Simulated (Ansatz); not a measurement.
Diatomic NaO, multiplicity 2 (the spin of the measured ground state).

D_e counts from the fitted minimum to each atom's lowest state at the same level, without counterpoise.

Correlated levels freeze the inner cores; with def2 sets outer-core shells near the valence are correlated too.

Codes used: Ansatz (Gaussian basis) for Hartree–Fock, density functionals and correlated methods. Each number belongs to the level named beside it.

PBE/def2-TZVPP gives 66.06 kcal/mol for the bond energy D_e.

Task: Where do these levels fall relative to PBE: r2SCAN/def2-TZVPP, PBE0/def2-TZVPP, wB97M-V/def2-TZVPP, B2PLYP/def2-TZVPP, CCSD(T)/def2-QZVPP.

Result: r2SCAN/def2-TZVPP -2.25; PBE0/def2-TZVPP -7.44; wB97M-V/def2-TZVPP -2.26; B2PLYP/def2-TZVPP -5.49; CCSD(T)/def2-QZVPP -4.44 kcal/mol. 0 of 5 lie above PBE; the widest gap is to PBE0/def2-TZVPP.

Ansatz is a program for electronic structure.
